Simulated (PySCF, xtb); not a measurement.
F₃GeHO, SMILES [OH][Ge]([F])([F])[F].

GFN2-xTB (xtb 6.7.1) at its own geometry gives an orbital gap of 8.66 eV and a dipole moment of 3.18 D.

Geometry optimised at PBE0-D3(BJ)/def2-SVP. One conformer was computed; it need not be the lowest.

Task: What does PySCF with ωB97X/def2-TZVP give? (Estimate from the structure and the level; the computed values follow.)

Result: gap 14.18 eV (levels -13.28 and 0.89 eV), dipole 2.28 D.
